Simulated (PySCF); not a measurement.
## [TlI2]+: one run

[TlI2]+ (singlet). PySCF 2.14.0, RKS CAM-B3LYP, Tl def2-SVP with ECP60, I def2-SVP with ECP28; non-relativistic Hamiltonian with scalar-relativistic core potentials where named; density fitting; no spin-orbit coupling. Purpose: singlet excitations, Tamm-Dancoff CAM-B3LYP.

```python
mol = gto.M(atom='''
Tl     0.00000     0.00000     0.00000
I      0.00000    -0.00000     2.65026
I     -0.00000     0.00000    -2.65026''',
    basis={'Tl': 'def2-SVP', 'I': 'def2-SVP'},
    ecp={'Tl': 'def2-SVP', 'I': 'def2-SVP'},
    charge=1, spin=0)
mf = dft.RKS(mol, xc='CAMB3LYP')
mf.grids.atom_grid = (50, 194)
mf = mf.density_fit()  # fitting sets: Tl def2-universal-JKFIT, I def2-universal-JKFIT
mf.conv_tol = 1e-08; mf.max_cycle = 55
mf.kernel(dm0)  # dm0: converged density of the relaxed state
td = mf.TDA(); td.nstates = 8; td.kernel()
```

Run from Python with OMP_NUM_THREADS=2; the lines above give its settings. Where DIIS fails, smearing, a level shift and second-order steps follow.
It took 14 s on 2 threads of Arm Neoverse N1 (shared host), from an already converged density.

Task: Where do the frontier levels lie, over both spins?

Result: HOMO -14.04 eV, LUMO -8.34 eV. 

Task: What are the Mulliken charges and spins?

Result: 
| atom | charge (e) | spin (e) |
| --- | --- | --- |
| Tl1 | 0.571 | 0.000 |
| I2 | 0.215 | 0.000 |
| I3 | 0.215 | 0.000 |

Task: Which singlet excitations follow (Tamm-Dancoff, 8 states)?

Result: 
| state | eV | oscillator strength |
| --- | --- | --- |
| 1 | 2.57 | 0.0000 |
| 2 | 2.57 | 0.0000 |
| 3 | 2.94 | 0.0034 |
| 4 | 2.94 | 0.0034 |
| 5 | 4.77 | 0.1215 |
| 6 | 5.05 | 0.0000 |
| 7 | 5.10 | 0.0000 |
| 8 | 5.10 | 0.0000 |

The geometry was relaxed with TPSS (Tl def2-SVP with ECP60, I def2-SVP with ECP28).
